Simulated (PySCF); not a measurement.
# cyclo-(GeF2)3

Geometry:
```csv
atom,x (Å),y (Å),z (Å)
Ge1,-1.467,0.286,0.245
F2,-2.265,-1.085,1.026
F3,-1.629,1.392,1.611
Ge4,0.593,0.213,-1.379
F5,0.276,1.875,-1.884
F6,-0.384,-0.552,-2.638
Ge7,0.867,-0.529,1.126
F8,2.351,0.424,1.273
F9,1.658,-2.024,0.619
```

Theory: GIAO LC-wPBE/def2-SVP magnetisability, rotational g tensor and spin-rotation constants, non-relativistic, gas phase in PySCF 2.14.0. Geometry: GFN1-xTB.

The calculation is non-relativistic, which matters for the atoms heavier than Zn.

Q: Give the nuclear spin-rotation constants along the inertial axes (H = +C I·J) beside the isotropic shieldings.

A: Rotational constants 0.6586, 0.6581, 0.4423 GHz. A star marks the isotopologue with that one atom substituted, in its own axes.
| atom | isotope | Caa (kHz) | Cbb (kHz) | Ccc (kHz) | mean (kHz) | σ (ppm) |
| --- | --- | --- | --- | --- | --- | --- |
| F2 | 19F | 0.776 | 0.775 | 0.683 | 0.745 | 243.8 |
| F3 | 19F | 0.798 | 0.797 | 0.639 | 0.745 | 245.8 |
| F5 | 19F | 0.785 | 0.784 | 0.641 | 0.737 | 247.8 |
| F6 | 19F | 0.788 | 0.787 | 0.679 | 0.751 | 242.3 |
| F8 | 19F | 0.784 | 0.783 | 0.687 | 0.751 | 241.9 |
| F9 | 19F | 0.792 | 0.791 | 0.639 | 0.741 | 246.8 |
| Ge1 | 73Ge* | -0.145 | -0.192 | -0.148 | -0.162 | 1429.5 |

Where two moments of inertia are equal or nearly so, the constants along those axes are given as their average.
For the geometry as given, no vibrational averaging.
